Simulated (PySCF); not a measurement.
BaI2, SMILES [I][Ba][I].

Geometry optimised at B3LYP-D3(BJ)/def2-SVP. The def2 effective core potentials stand for the cores of Ba, I; spin–orbit coupling is left out.

All values below come from PySCF with PBE0/def2-TZVPD.

Symmetry labels are those of the subgroup C2v that the program uses (full group C2v).

Computed valence orbital energies around the gap with their symmetry:
```
orbital  symmetry  energy (eV)
-------  --------  -----------
HOMO−7         A1       -17.82
HOMO−6         B2       -17.58
HOMO−5         A1        -7.66
HOMO−4         B2        -7.11
HOMO−3         A2        -6.98
HOMO−2         A1        -6.87
HOMO−1         B1        -6.85
HOMO           B2        -6.81
LUMO           A1        -2.19
LUMO+1         A1        -1.40
LUMO+2         B1        -1.39
LUMO+3         B2        -0.91
```
